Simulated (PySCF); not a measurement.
## Correlation energy of Cl³⁺ (chlorine, charge +3)

[Ne] 3s2 3p2, high-spin 3P determinant. All numbers are calculated (PySCF 2.14, the non-relativistic Hamiltonian (point nucleus), in def2-TZVPPD). Frozen: 1s2; 12 electrons correlated.

| level | correlation energy (mhartree) |
| --- | --- |
| CCSD | -252.42 |
| (T) | -3.46 |
| CCSD(T) | -255.88 |

Diagnostics: T1 = 0.0050, D1 = 0.0214, largest double amplitude 0.099.

Question: Is a single reference adequate?

Answer: Mostly. T1 lies below 0.03, but a double amplitude of this size points to a near-degeneracy that CCSD handles and MP2 describes poorly.

This basis was not built for core-valence correlation, so the inner-shell part is incomplete.
